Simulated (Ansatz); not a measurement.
`[OH][Ge]([Cl])[Cl]` radical. Total charge 0; spin multiplicity 2. The structure was optimised at the PBE0-D4/def2-TZVP level. It is one conformer, not always the lowest.

```xyz
5

O    -1.204   -0.480   -0.212
Ge    0.183    0.227    0.628
Cl    1.208    1.542   -0.756
Cl    1.434   -1.437    1.152
H    -1.621    0.147   -0.812
```

(1) What is the dipole moment at B3LYP/def2-TZVPP? (Estimate.)

(2) And with PBE, r2SCAN, ωB97M-V? (An estimate is asked.)

(3) Give the Mulliken charges with B3LYP, PBE, r2SCAN in def2-TZVPP. (Best estimate.)

## Answers

(1) The calculation gave: 1.92 D, with components (-1.40, 1.31, 0.09) D in this frame, pointing from negative to positive charge.

(2) Ansatz gave: PBE 1.83 D, r2SCAN 1.91 D, ωB97M-V 1.97 D.

(3) Computed: 
```csv
atom,B3LYP,PBE,r2SCAN
O1,-0.36,-0.32,-0.38
Ge2,0.70,0.63,0.72
Cl3,-0.27,-0.26,-0.28
Cl4,-0.25,-0.24,-0.26
H5,0.19,0.19,0.21
```

B3LYP here is the variant with VWN-RPA as its local correlation; programs differ in this.
